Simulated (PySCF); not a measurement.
**A PySCF run on GeTe⁻**

State: ²Π (doublet), unpaired electrons π ↑.

An equivalent input (the run itself took its basis sets from the Basis Set Exchange, started from a PBE0 density and held the occupation σ 12α 12β, πx 6α 6β, πy 7α 6β, δx 2α 2β, δy 2α 2β):

```python
from pyscf import gto, dft
mol = gto.M(atom='Ge 0 0 0; Te 0 0 2.466', basis={'Ge': 'def2-TZVPPD', 'Te': 'def2-TZVPPD'}, ecp={'Te': 'def2-TZVPPD'},
            charge=-1, spin=1, verbose=4, symmetry='C2v')
mf = dft.UKS(mol, xc='BHANDHLYP')
mf.grids.atom_grid = (80, 434)
mf.grids.prune = dft.gen_grid.treutler_prune
mf.irrep_nelec = {'A1': (14, 14), 'A2': (2, 2), 'B1': (6, 6), 'B2': (7, 6)}
mf.conv_tol = 1e-9
mf.max_cycle = 60
mf.diis_space = 10
mf.kernel()
```

The log (some set-up lines and the per-cycle HOMO/LUMO lines removed):

```
******** <class 'pyscf.dft.uks_symm.SymAdaptedUKS'> ********
method = SymAdaptedUKS
damping factor = 0
level_shift factor = 0
DIIS = <class 'pyscf.scf.diis.CDIIS'>
diis_start_cycle = 1
diis_space = 10
diis_damp = 0
SCF conv_tol = 1e-09
SCF conv_tol_grad = None
SCF max_cycles = 60
number electrons alpha = 29  beta = 28
Set gradient conv threshold to 3.16228e-05
init E= -2345.0189213429
cycle= 1 E= -2345.02033218747  delta_E= -0.00141  |g|= 0.038  |ddm|= 0.132
cycle= 2 E= -2345.0203442364  delta_E= -1.2e-05  |g|= 0.0327  |ddm|= 0.0525
cycle= 3 E= -2345.02059895213  delta_E= -0.000255  |g|= 0.00548  |ddm|= 0.0283
cycle= 4 E= -2345.02061813522  delta_E= -1.92e-05  |g|= 0.00145  |ddm|= 0.00768
cycle= 5 E= -2345.02062112716  delta_E= -2.99e-06  |g|= 0.000532  |ddm|= 0.00365
cycle= 6 E= -2345.02062222138  delta_E= -1.09e-06  |g|= 0.000249  |ddm|= 0.00238
cycle= 7 E= -2345.02062273728  delta_E= -5.16e-07  |g|= 0.000171  |ddm|= 0.00161
cycle= 8 E= -2345.02062294268  delta_E= -2.05e-07  |g|= 0.000108  |ddm|= 0.000962
cycle= 9 E= -2345.02062308648  delta_E= -1.44e-07  |g|= 2.86e-05  |ddm|= 0.0014
cycle= 10 E= -2345.02062309337  delta_E= -6.89e-09  |g|= 7.52e-06  |ddm|= 0.000323
cycle= 11 E= -2345.02062309362  delta_E= -2.55e-10  |g|= 3.16e-06  |ddm|= 5.14e-05
Extra cycle  E= -2345.02062309364  delta_E= -1.55e-11  |g|= 3.62e-06  |ddm|= 1.04e-05
converged SCF energy = -2345.02062309364  <S^2> = 0.75763385  2S+1 = 2.0076193
```

Repeating this along the bond gives Re = 2.462 Å and ωe = 270 cm⁻¹.

A point of this curve took 5.4 CPU seconds beside 1.5 for the integrals, on Arm Neoverse V1 (shared host).

Spin–orbit coupling is left out. The state is the lowest determinant that a PBE0 search found; another state may lie lower at other levels.
